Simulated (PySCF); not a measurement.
A GIAO shielding run with PySCF (density fitting, non-relativistic, gas phase) on `C#CC[C@@H](C)[Si@H]1C[C@@H]1F`, C7H11FSi:

```
$ OMP_NUM_THREADS=1 python probes_run.py task.json out

{"job": {"kind": "nmr", "xc": "PBE0", "basis": "pcSseg-1"}, "charge": 0, "multiplicity": 1}
C      2.069914    -0.023680    -2.504334
C      2.025761    -0.073226    -1.295151
C      1.937900    -0.136104     0.157574
C      0.554545    -0.558466     0.685165
C      0.566739    -0.675824     2.208106
Si    -0.830678     0.581998     0.089122
C     -1.857443     0.234863    -1.428435
C     -2.558589    -0.114109    -0.121106
F     -3.693125     0.588701     0.168163
H      2.112707     0.023577    -3.576598
H      2.210599     0.849366     0.577039
H      2.700389    -0.840905     0.536264
H      0.313517    -1.543689     0.247081
H      0.764916     0.297529     2.686400
H      1.352483    -1.372143     2.545914
H     -0.395709    -1.042872     2.594357
H     -0.697229     2.013677     0.466367
H     -1.657252    -0.568842    -2.145924
H     -2.254759     1.140167    -1.904832
H     -2.709439    -1.190350     0.049042
```

Hardware: 1 thread of an Arm Neoverse N1, shared host. The job also computes population analyses, field gradients, ring-centre shieldings.

**Question.** How large is the calculation?

**Answer.** 76 electrons, 215 basis functions and 1133 auxiliary functions.

**Question.** How long does it take, and how much memory does it need?

**Answer.** 76 s of wall time, with 14 SCF cycles and 5 response iterations; peak memory 0.99 GiB. Times on a shared host scatter by some tens of per cent.

**Question.** And these other runs on the same molecule and hardware: GIAO shielding at wB97X-D/pcSseg-1?

**Answer.** wB97X-D/pcSseg-1: 215 functions, 100 s.
